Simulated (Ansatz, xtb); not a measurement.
C3H9NSeSi: which of two isomers lies lower

Structure X: `N[Si@@H]1CC[Se]C1`, a singlet. Structure Y: `N[C@@H]1C[SiH2][Se]C1`, a singlet. Both are isolated molecules in the gas phase, relaxed with B3LYP/def2-SVP; the shapes shown needn't be the lowest conformers.

X (Å):

```xyz
15

C     0.4929   -1.3180   -0.3741
C     0.6776   -2.2531   -1.5725
C    -0.9711   -0.1818   -2.6693
N    -0.1910    1.5755   -0.2240
Se    0.6072   -1.2146   -3.2699
Si   -0.7796    0.0400   -0.7795
H     0.7289    1.9027   -0.5059
H    -0.8317    2.3558   -0.1153
H    -2.1078   -0.1476   -0.1203
H     0.2071   -1.8822    0.5312
H     1.4434   -0.8077   -0.1393
H    -0.1124   -3.0186   -1.6170
H     1.6476   -2.7730   -1.5721
H    -1.8936   -0.7148   -2.9512
H    -0.9590    0.7846   -3.1961
```

Y (Å):

```xyz
15

C    -0.1978   -1.9702    0.8929
C    -1.4549   -1.0802    0.9849
C     1.0009   -1.2380    1.5337
N     0.0095   -2.4100   -0.4818
Se    1.2429    0.5832    0.7262
Si   -1.0395    0.6815    0.3894
H     0.3116   -1.6215   -1.0592
H     0.7698   -3.0897   -0.5214
H    -0.3711   -2.8814    1.4962
H    -1.7824   -0.9987    2.0353
H    -2.2777   -1.5342    0.4116
H    -1.7166    1.7301    1.2065
H    -1.3617    0.9461   -1.0434
H     0.8654   -1.1102    2.6182
H     1.9423   -1.7801    1.3609
```

Quicker runs give these differences E(Y) − E(X): GFN2-xTB −50.1 kJ/mol; HF/STO-3G +13.8 kJ/mol (at GFN2-xTB geometries); r2SCAN-D4/def2-SVP +26.0 kJ/mol (at GFN2-xTB geometries).

Task: Which of the two would you expect CCSD(T)/def2-SVP + ΔMP2/def2-TZVPP electronic energies to favour?

Result: Structure X; the calculation gives E(Y) − E(X) = +47.6 kJ/mol.

The same difference at several levels:

| level | geometry | E(Y) − E(X) (kJ/mol) | departure from the last row (kJ/mol) | job, with rough time for the two |
| --- | --- | --- | --- | --- |
| GFN2-xTB | GFN2-xTB | −50.1 | −97.6 | optimisation, 2.6 s |
| HF/STO-3G | GFN2-xTB | +13.8 | −33.7 | single point, 0.64 s |
| r2SCAN-D4/def2-SVP | GFN2-xTB | +26.0 | −21.6 | single point, 5.4 s |
| B3LYP/def2-SVP | B3LYP/def2-SVP | +30.9 | −16.7 | optimisation, 79 s |
| HF/def2-SVP | B3LYP/def2-SVP | +28.6 | −18.9 | part of the CCSD(T) run |
| MP2/def2-SVP | B3LYP/def2-SVP | +18.2 | −29.4 | part of the CCSD(T) run |
| CCSD(T)/def2-SVP | B3LYP/def2-SVP | +14.1 | −33.4 | single point |
| CCSD(T)/def2-SVP + ΔMP2/def2-TZVPP | B3LYP/def2-SVP | +47.6 |  | single point, 1.8 min |

As drawn, Y has 1 C–N, 1 C–C, 1 Se–Si, 1 Si–H in place of 1 N–Si, 1 C–Si, 1 C–Se, 1 C–H.

GFN2-xTB puts the two in the other order. The largest departure from CCSD(T)/def2-SVP + ΔMP2/def2-TZVPP is that of GFN2-xTB, 97.6 kJ/mol. The last row adds to CCSD(T) the change of the MP2 difference between the two basis sets, here +33.4 kJ/mol, a large step that makes the value less sure.

With thermal terms from frequencies at re-optimised GFN2-xTB minima (ideal gas, soft modes damped towards free rotors, one conformer each, 298.15 K, 1 atm): on the last row, ΔE + ΔZPE = +48.7, ΔH = +46.8, ΔG = +51.0 kJ/mol.

The correlated steps freeze 18 core orbitals; the filled d shell of Se is correlated, in a basis made for valence electrons. Codes used: Ansatz 0.2.0, xtb 6.7.1; the last row on 4 threads of Arm Neoverse V1 on a shared host.
